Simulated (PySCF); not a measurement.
## Field gradients at the hydrogen positions

C₇H₁₅P₂ (charge -1).
Geometry (GFN2-xTB, Å), atoms numbered from 1 in this order:
```
atom  x, y, z in Å
C1     3.5240   -1.3074    0.6452
P2     1.9888   -0.2982    0.9350
C3     2.7842    1.3566    0.5342
P4     0.9279   -0.7925   -0.8390
C5    -0.7743   -0.4819   -0.1117
C6    -1.1878    0.9904   -0.0815
C7    -2.7194    0.9824    0.0217
C8    -3.1622   -0.4248   -0.4227
C9    -1.8933   -1.1083   -0.9358
H10    4.3206   -0.9868    1.3195
H11    3.2864   -2.3543    0.8311
H12    3.8419   -1.1958   -0.3917
H13    3.1836    1.3345   -0.4806
H14    2.0169    2.1286    0.5946
H15    3.5784    1.5838    1.2473
H16   -0.7971   -0.8858    0.9079
H17   -0.8682    1.4584   -1.0152
H18   -0.7078    1.5200    0.7425
H19   -3.1613    1.7564   -0.6108
H20   -3.0387    1.1764    1.0483
H21   -3.9455   -0.3871   -1.1843
H22   -3.5571   -0.9804    0.4315
H23   -1.9267   -2.1930   -0.8349
H24   -1.7252   -0.8713   -1.9887
```

Level: PBE0/pcSseg-1 (PySCF, non-relativistic); Q(2H) = 0.00286 b; rigid geometry, the same for H and D, with no vibrational averaging.

Question: Rank these positions by the coupling χzz of a deuteron there, largest first.
A. H24 (methylene hydrogen)
B. H18 (methylene hydrogen)
C. H11 (methyl hydrogen)

Answer: C (215 kHz), B (210 kHz), A (206 kHz).

Question: Tabulate Vzz, the asymmetry η and χzz = 234.96 MHz × Q × Vzz for every hydrogen position.

Answer: 
```
atom  bonded to  bond length (Å)  Vzz (au)     η  χzz (kHz)
 H10         C1            1.092    0.3184  0.01        214
 H11         C1            1.089    0.3202  0.01        215
 H12         C1            1.090    0.3161  0.01        212
 H13         C3            1.091    0.3158  0.02        212
 H14         C3            1.090    0.3199  0.00        215
 H15         C3            1.091    0.3205  0.01        215
 H16         C5            1.097    0.3019  0.03        203
 H17         C6            1.092    0.3046  0.02        205
 H18         C6            1.091    0.3129  0.02        210
 H19         C7            1.093    0.3107  0.01        209
 H20         C7            1.092    0.3102  0.01        208
 H21         C8            1.093    0.3109  0.01        209
 H22         C8            1.093    0.3085  0.01        207
 H23         C9            1.090    0.3159  0.02        212
 H24         C9            1.092    0.3067  0.01        206
```

Question: Give the 2H NMR doublet splittings at H21 for a magnetic field along the z, y and x axes of the gradient: 3χ/2, 3χ(1 + η)/4, 3χ(1 − η)/4.

Answer: With |χ| = 208.9 kHz and η = 0.010: 313, 158 and 155 kHz, to first order and without motion.

Isolated species at its GFN2-xTB geometry (one conformer only). The pcSseg-1 basis has no diffuse functions, a weakness for an anion. The HOMO energy is positive at this level (+0.41 eV), so the outermost electrons may be held by the finite basis alone. GFN2-xTB bond lengths can be off by several hundredths of an ångström, more for odd bonds, and the gradients follow them. The basis is small and wasn't made for field gradients, so the couplings can be 20 % off.
